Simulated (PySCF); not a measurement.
## Dy(2+) (dysprosium, charge +2) across methods

[Xe] 4f9 5d1, one real determinant (an excited configuration). Computed with PySCF 2.14 in ANO-RCC-VTZP (8s7p5d3f2g1h, 104 functions), with the spin-free X2C one-electron Hamiltonian (Gaussian nucleus).

```csv
method,E (hartree),mean ε 4f α (eV),mean ε 4f β (eV),mean ε 5d α (eV),Σ⟨r²⟩ (bohr²),⟨S²⟩
LDA,-12146.89,-25.339,-21.517,-16.263,41.92,12.003
PBE0,-12155.38,-28.209,-24.138,-17.369,41.64,12.003
UHF,-12151.32983,-37.210,-31.243,-20.050,41.44,12.007
PBE,-12155.51,-25.009,-21.510,-16.263,41.90,12.003
r2SCAN,-12155.73,-25.223,-21.472,-16.530,41.61,12.005
```

⟨L²⟩ = 30.01 against 56 for a pure K term, so this real determinant mixes terms. Spin-orbit coupling, absent here, splits the open shell strongly.
